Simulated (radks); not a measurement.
Species: Ba30+. Configuration: [Ar] 3d8.

All-electron calculation, scalar-relativistic Kohn-Sham, PBE, spin-unpolarised, spherical densities, point nucleus. Program: a radial shooting solver on a logarithmic mesh with Libxc functionals.

Energy parts (hartree):
| part | energy |
|---|---|
| total | -7608.4776 |
| kinetic | 8057.7387 |
| electron-nucleus | -17229.9628 |
| Hartree | 1721.1318 |
| exchange-correlation | -157.3853 |

Orbitals (lengths in bohr, moments of r in powers of bohr):
1s: occ. 2; eigenvalue (hartree) -1412.923; <1/r> 60.71
2s: occ. 2; eigenvalue (hartree) -258.9188; <1/r> 14.01
2p: occ. 6; eigenvalue (hartree) -236.7798; <1/r> 13.31
3s: occ. 2; eigenvalue (hartree) -84.28255; <1/r> 5.230
3p: occ. 6; eigenvalue (hartree) -77.17870; <1/r> 4.983
3d: occ. 8; eigenvalue (hartree) -67.37120; <1/r> 4.749

The highest occupied level is 3d at -1833.3 eV. Summed over all electrons, <r^2> = 1.411 bohr^2, which gives a Langevin (diamagnetic) susceptibility term of -1.12 x 10^-6 cm^3/mol. The density falls to 0.001 e/bohr^3 at r = 0.89 bohr. For comparison, the ionisation energy in NIST's Atomic Spectra Database is 1864 eV (theoretical). In exact Kohn-Sham theory the highest level is minus the ionisation energy, but local and semilocal functionals leave it too shallow, through self-interaction and a potential that decays too fast; potentials with the right tail come closer.

Beside tabulated values, note that spin-unpolarised runs miss the spin-polarisation part of the exchange energy of open shells.
